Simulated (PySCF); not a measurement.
Gas-phase equilibrium of 1 mol SnCl₄, 0.56 mol H₂ at 1200 K and 1.00 bar, among 14 species (SnCl₄, HCl, SnH₂, SnHCl₃, SnCl₃, H, H₂, SnH₄, SnCl₂, SnH₂Cl₂, Cl, Cl₂, SnH₃Cl, SnHCl). Only gases are allowed; each row takes one source of thermochemistry for all species, and Cantera finds the minimum.

Energies from PySCF, thermal terms from the rigid-rotor harmonic-oscillator model, ideal gas at 1 bar. † marks an energy on the PBE0/def2-TZVP geometry and frequencies; other levels use their own. MP2 freezes the core. Open shells (unrestricted) among the columns below: SnCl₃ (multiplicity 2), Cl (multiplicity 2, electronic degeneracy 6); the rest are closed-shell singlets. Spin-orbit splitting is ignored; it lowers the true energy and changes the entropy of Cl. B3LYP is the form with VWN-RPA correlation. Sn: scalar-relativistic def2 core potential, no spin-orbit coupling. SnCl₃: computed as isolated molecules; such fragments, hydroxides, amides, oligomers or adducts are transient or little studied in the gas. MP2 isn't extrapolated to the basis-set limit. The harmonic model lacks anharmonicity and excited electronic states, which grow with temperature; levels with a mode under 35 cm⁻¹ are left out. Soft modes under 120 cm⁻¹ make the harmonic entropy rough for SnCl₄, SnCl₃, SnCl₂.

Molecules larger than those listed are left out.

With B3LYP/def2-TZVP† thermochemistry: HCl 0.53, SnCl₂ 0.27, SnCl₄ 0.20, Cl₂ 0.0031, SnCl₃ 0.00070, Cl 0.00065, H₂ 2.8e-7.

Problem. How far does the composition move with the other sources (M06-2X/def2-TZVP†, MP2/def2-SVP†, MP2/def2-TZVPP†, PBE0/def2-SVP†, PBE0/def2-TZVP)?

Solution. 
| thermochemistry | x HCl | x SnCl₂ | x SnCl₄ | x Cl₂ | x SnCl₃ | x Cl | x H₂ |
|---|---|---|---|---|---|---|---|
| B3LYP/def2-TZVP† | 0.53 | 0.27 | 0.20 | 0.0031 | 0.00070 | 0.00065 | 2.8e-7 |
| M06-2X/def2-TZVP† | 0.53 | 0.26 | 0.21 | 5.0e-6 | 0.0014 | 1.0e-5 | 0.00022 |
| MP2/def2-SVP† | 0.53 | 0.26 | 0.21 | 1.2e-7 | 0.00035 | 4.7e-5 | 8.6e-5 |
| MP2/def2-TZVPP† | 0.53 | 0.26 | 0.21 | 5.1e-6 | 9.7e-5 | 1.5e-5 | 1.5e-5 |
| PBE0/def2-SVP† | 0.53 | 0.26 | 0.21 | 2.3e-5 | 0.00084 | 8.7e-5 | 2.6e-6 |
| PBE0/def2-TZVP | 0.53 | 0.26 | 0.21 | 0.00011 | 0.00071 | 4.8e-5 | 4.5e-6 |
The most sensitive of these is Cl₂: it spans a factor of 10^4.4 over these rows; at this temperature one factor of ten is RT ln 10 = 23 kJ/mol.
